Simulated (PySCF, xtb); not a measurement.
Au(Cl)(CO) anion (CAuClO), SMILES [C-](->[Au][Cl])#[O+] (connectivity only; charge and spin as stated), charge -1, multiplicity 2.

Harmonic wavenumbers (cm⁻¹) from GFN2-xTB run with xtb at its own minimum, in rising order: 34, 134, 137, 248, 401, 1842.

Q: What does PySCF with PBE-D3(BJ)/def2-SVPD give at its own minimum? (An estimate is asked for; the answer gives what the named calculation found.)

A: 71, 82, 242, 311, 494, 1780. Paired by order, the mean absolute difference is 69 cm⁻¹ and the zero-point energies are 4.0 and 4.3 kcal/mol.
